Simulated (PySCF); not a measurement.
# Working out the excitation energy of Al⁺

Al⁺ [Ne] 3s2 (1S) → Al⁺ [Ne] 3p2 (3P). Calculation: PySCF 2.14, in aug-cc-pwCVDZ (6s5p3d, 36 functions); the non-relativistic Hamiltonian (point nucleus). Frozen: nothing. Energies in hartree (1 hartree = 27.21139 eV):

| part | Al⁺ (lower) | Al⁺ (upper) |
| --- | --- | --- |
| UHF | -241.668590 | -241.275844 |
| MP2 opposite-spin | -0.117836 | -0.087835 |
| MP2 same-spin | -0.039558 | -0.040592 |

Q: What does Hartree-Fock give?

A: (-241.275844) − (-241.668590) = 0.392746 hartree = 10.687 eV.

Q: What do MP2 and SCS-MP2 (6/5 opposite-spin, 1/3 same-spin) give?

A: The opposite-spin parts differ by 0.816 eV and the same-spin parts by -0.028 eV. MP2: 10.687 + (0.816) + (-0.028) = 11.475 eV. SCS-MP2: 10.687 + 1.2 × (0.816) + (-0.028)/3 = 11.657 eV.

Measured between the centres of the two terms (NIST): 11.680 eV, so MP2 (all electrons) is off by -0.205 eV.

A double-zeta basis recovers only part of the correlation energy.

What remains against the reference includes basis incompleteness and correlation beyond second order.
